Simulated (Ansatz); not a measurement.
# Energy profile

The step: GeH₄ + H₂O + HF → GeH₄O ([OH][GeH3]) + HF + H₂; bonds formed: Ge1–O7, H2–H8, H6–F9; bonds broken: Ge1–H2, H6–O7, H8–F9 (atoms numbered as in the saddle structure below).

```xyz
10
angstrom
Ge -0.7418 -0.8271 -0.0712
H 1.1212 -0.8189 -0.1527
H -0.6477 -1.6937 -1.3334
H -0.5540 -1.5280 1.2839
H -2.2176 -0.3032 -0.0383
H 0.7006 1.3181 0.0303
O -0.2927 1.1042 -0.2795
H 1.6292 -0.0212 0.1104
F 1.9599 1.0772 0.3588
H -0.9572 1.6925 0.0915
```

Electronic energies by CCSD(T) at an estimated basis limit (MP2 extrapolated from triple and quadruple zeta, plus CCSD(T) − MP2 in triple zeta), on PBE0-D4/def2-TZVP structures; GeH$_{7}$OF, closed shell; no counterpoise correction. Ansatz 0.2.0; basis: def2-TZVPP and def2-QZVPP; cores frozen in the correlated methods. Filled d shells of the heavier atoms are correlated. The def2 sets are not built for correlating such inner shells, so the correlated values are less sure here. Extrapolation: Hartree–Fock as exp(−7.88 √X), correlation as X^−2.97.

Problem. Give the profile in eV, counted from the separated reactants. (To be estimated.)

Solution. Computed:
```
                                                                                                                             point      eV
                      separated: GeH$_{4}$ (Ge1, H2, H3, H4, H5; singlet) + H$_{2}$O (H6, O7, H10; singlet) + HF (H8, F9; singlet)   0.000
                                                                                                                   start structure  -0.264
                                                                                                                            saddle   1.591
                                                                                                                     end structure  -0.414
separated: GeH$_{4}$O (linked as [OH][GeH3]; Ge1, H3, H4, H5, O7, H10; singlet) + H$_{2}$ (H2, H8; singlet) + HF (H6, F9; singlet)   0.045
```

The T1 diagnostic stays at or below 0.013.

For scale, one of the runs: CCSD(T)/def2-TZVPP, 208 basis functions, launched by `ansatz run in.yaml --threads 4 --pin off --events-out ev --progress --plain --max-ram 9574MiB`. Hardware: 4 CPU threads of an Arm Neoverse V2, shared host. Wall time 88 s; peak host memory 3 GiB.
